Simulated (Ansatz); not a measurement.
Consider the formal exchange of groups at a C–C bond: `N#Cc1ccc[nH]1` + `OBO` → `OB(O)c1ccc[nH]1` + `C#N`.

Computed with Ansatz on PBE0-D4/def2-TZVP structures; ΔE is electronic, products minus reactants. CCSD(T)/CBS adds triple-zeta CCSD(T) − MP2 to the extrapolated MP2 energy (def2 sets, frozen cores). This one scheme is used for every species. Each species was taken in one conformer, which may not be the lowest.

| species | MP2/def2-QZVPP energy (Eh) |
| --- | --- |
| `N#Cc1ccc[nH]1` | -301.91336 |
| `OBO` | -176.98367 |
| `OB(O)c1ccc[nH]1` | -385.62834 |
| `C#N` | -93.28144 |

**Question.** Work out ΔE.

**Answer.** ΔE = (-385.62834) + (-93.28144) − (-301.91336) − (-176.98367) = -0.01275 Eh = -0.35 eV. CCSD(T)/CBS gives -0.39 eV.

Largest T1 diagnostic among the species: 0.014.

From PBE to PBE0 (25 % exact exchange), in def2-TZVPP and without D4, ΔE moves by −0.05 eV. The D4 term adds −0.05 eV with B3LYP and −0.03 eV with PBE0; it sums over pairs of atoms, weighted by their polarisabilities, and B3LYP, whose exchange is more repulsive, gets the larger term.

B3LYP here is the variant with VWN-RPA as its local correlation; programs differ in this.
